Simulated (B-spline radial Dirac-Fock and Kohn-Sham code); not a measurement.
## X-ray form factors of palladium in several charge states

Model: Dirac-Fock orbitals of the configuration average with a finite nucleus. Program: a radial B-spline solver.

Configurations: Pd²⁹⁺ [Ne] 3s2 3p5; Pd³¹⁺ [Ne] 3s2 3p3; Pd³²⁺ [Ne] 3s2 3p2; Pd³³⁺ [Ne] 3s2 3p1; Pd³⁵⁺ [Ne] 3s1. The first column is f₀ of Pd²⁹⁺, the others are differences from it.

```csv
s (Å⁻¹),Pd²⁹⁺,Δ Pd³¹⁺,Δ Pd³²⁺,Δ Pd³³⁺,Δ Pd³⁵⁺
0,17.000,-2.000,-3.000,-4.000,-6.000
0.1,16.923,-1.980,-2.970,-3.961,-5.943
0.2,16.695,-1.920,-2.882,-3.845,-5.773
0.3,16.326,-1.824,-2.741,-3.660,-5.501
0.4,15.832,-1.698,-2.553,-3.413,-5.138
0.5,15.234,-1.546,-2.329,-3.118,-4.704
0.7,13.821,-1.199,-1.814,-2.439,-3.699
0.9,12.285,-0.843,-1.283,-1.735,-2.650
1.1,10.799,-0.525,-0.807,-1.102,-1.697
1.4,8.904,-0.182,-0.288,-0.404,-0.634
```

Values without a named source are computed, but for edge energies of neutral atoms, which are taken from tables.
